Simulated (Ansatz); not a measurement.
iodoethane (C2H5I), singlet, geometry from GFN2-xTB (all electrons, no relativity); PBE/STO-3G in Ansatz (a first-principles code).

The Ansatz input:
Ansatz 0.2 input:
```yaml
crystal:
  periodic: [false, false, false]
  atoms:
    - {symbol: C, position_ang: [-2.41282299, -0.33439221, -0.19734937]}
    - {symbol: C, position_ang: [-1.09297230, -1.03502268, -0.42130964]}
    - {symbol: I, position_ang: [0.58937418, 0.22523880, 0.10213485]}
    - {symbol: H, position_ang: [-2.53635536, -0.05580000, 0.84720779]}
    - {symbol: H, position_ang: [-3.22617604, -1.00502504, -0.47345954]}
    - {symbol: H, position_ang: [-2.48722794, 0.56497300, -0.80528000]}
    - {symbol: H, position_ang: [-1.00085071, -1.92477394, 0.19601841]}
    - {symbol: H, position_ang: [-0.95144947, -1.30054098, -1.46567976]}
basis:
  gaussian:
    orbitals: STO-3G
hamiltonian:
  xc: pbe
```

The log (banner, timings and long lists left out):

```
Functional definition: PBE
497 factors; integrals over basis functions are off by at most 2.8e-5 eV
mean field evaluation 1: about -188584.8325 eV, gradient 8.5e0 eV
mean field evaluation 2: about -188584.3734 eV, gradient 1.5e1 eV
mean field evaluation 4: about -188585.0899 eV, gradient 2.6e-1 eV
mean field evaluation 8: about -188585.0279 eV, gradient 6.3e-3 eV
mean field -188585.02794948 eV, -6930.3719496203 hartree, gradient 4.2e-5 eV, S^2 0.000000; 0 other end points of the search recorded, 0 dependent functions left out
reference -188585.02797028 eV, -6930.3719503848 hartree; 35, 35 occupied and 7, 7 virtual orbitals, 497 factors
Total energy: -188585.02797028 eV, -6930.3719503848 hartree
```
